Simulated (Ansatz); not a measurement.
Ansatz (a program for electronic structure) input:

Ansatz 0.2 input:
```yaml
crystal:
  periodic: [false, false, false]
  atoms:
    - {symbol: Ta, position_ang: [0.65967430, -0.24623403, 0.01176553]}
    - {symbol: O, position_ang: [1.36412049, 0.04232104, -1.52187224]}
    - {symbol: Br, position_ang: [-1.68769108, 0.50390045, 0.32331699]}
basis:
  gaussian:
    orbitals: def2-TZVP
hamiltonian:
  xc: {name: wB97X-V}
magnetization: {spin_polarized: true, initial_magnetization: 2}
relax: {f_tol: 0.003, max_steps: 100}
```

Task: Predict the final energy.

Result: -2706.17317 Eh (wB97X-V/def2-TZVP). The basis has 119 functions.

The spin state was set by rule; other spins were not relaxed.
